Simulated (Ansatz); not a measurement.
`C[Si](F)(F)C#N` + H₂ → `C[SiH](F)C#N` + H–F at 298.15 K and 1 bar (hydrogenolysis of the Si–F bond).

Gas-phase electronic energies from Ansatz, PBE0-D4/def2-TZVP geometries. CCSD(T)/CBS is the MP2 limit (def2-TZVPP, def2-QZVPP) plus CCSD(T) − MP2 in def2-TZVPP, frozen cores. This one scheme is used for every species.

| species | CCSD(T)/CBS energy (Eh) | H − E (kJ/mol) | S (J/(mol·K)) |
| --- | --- | --- | --- |
| `C[Si](F)(F)C#N` | -621.42890 | 157.8 | 352.4 |
| H₂ | -1.17544 | 35.1 | 130.4 |
| `C[SiH](F)C#N` | -522.15876 | 169.6 | 333.3 |
| H–F | -100.39570 | 33.5 | 173.6 |

H − E and S are ideal-gas, rigid-rotor, harmonic terms from PBE0-D4/def2-TZVP, for one conformer and one mirror image of each species. The MP2-based limit puts H₂ 0.8 mEh under its directly extrapolated value; such offsets cancel only in part. 1 Eh = 2625.50 kJ/mol, R = 8.31446 J/(mol·K).

**Question.** By hand: ΔE, ΔH, ΔS and ΔG.

**Answer.** ΔE = (-522.15876) + (-100.39570) − (-621.42890) − (-1.17544) = 0.04988 Eh = 131.0 kJ/mol. Δ(H − E) = 169.6 + 33.5 − 157.8 − 35.1 = 10.2, so ΔH = 141.2 kJ/mol. ΔS = 333.3 + 173.6 − 352.4 − 130.4 = 24.1 J/(mol·K). ΔG = 141.2 − 298.15 × (24.1)/1000 = 134.0 kJ/mol.

**Question.** By hand: the equilibrium constant, and the temperature at which ΔG would vanish if ΔH and ΔS stayed fixed.

**Answer.** log₁₀ K = −ΔG/(RT ln 10) = -23.5. ΔG = 0 at ΔH/ΔS = 5859 K, far beyond where these terms or the molecules hold.

ΔH outweighs TΔS. A doubt of 5 kJ/mol in ΔE shifts log₁₀ K by 0.9 here. Other conformers and mirror images would add mixing entropy, several J/(mol·K) or more a flexible species. These are equilibria of isolated gas molecules and say nothing of rates. Largest T1 diagnostic: 0.012 (customary marks: 0.02 for closed shells, 0.045 for open ones).
